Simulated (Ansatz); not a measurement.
Reaction (ligand exchange at the Si–O bond): `[SiH3][O][GeH2][O][SiH3]` + `[OH][GeH]([F])[SH]` → `[OH][GeH]([F])[S][SiH3]` + `[OH][GeH2][O][SiH3]`

Isolated molecules relaxed with PBE0-D4/def2-TZVP in Ansatz; ΔE leaves out vibrations. CBS: MP2 limit from def2 TZ/QZ plus the TZ coupled-cluster correction, frozen cores. DFT in def2-TZVPP. B3LYP here is the variant with VWN-RPA as its local correlation; programs differ in this. For Ge outer-core shells are correlated without core-valence functions, which leaves a few kJ/mol of doubt a bond. Scalar relativity is left out up to krypton. One conformer a species, not always the lowest.

Q: Is it downhill or uphill in electronic energy at CCSD(T)/CBS, and by how much? (An estimate is asked.)

A: Ansatz gave: Uphill: ΔE = +9.0 kcal/mol.

Q: What do these levels give: r2SCAN-D4, PBE0-D4, B3LYP-D4, ωB97M-V, PBE, r2SCAN? (Best estimate.)

A: Ansatz gave: r2SCAN-D4 8.1, PBE0-D4 6.9, B3LYP-D4 10.0, ωB97M-V 8.8, PBE 6.1, r2SCAN 8.1 kcal/mol.

Largest T1 diagnostic among the species: 0.012.

From PBE to PBE0 (25 % exact exchange), in def2-TZVPP and without D4, ΔE moves by +0.9 kcal/mol. In def2-TZVPP, CCSD(T) changes the Hartree–Fock value by −4.2 kcal/mol (the triples alone add −0.8 kcal/mol) and MP2 by −5.0 kcal/mol.
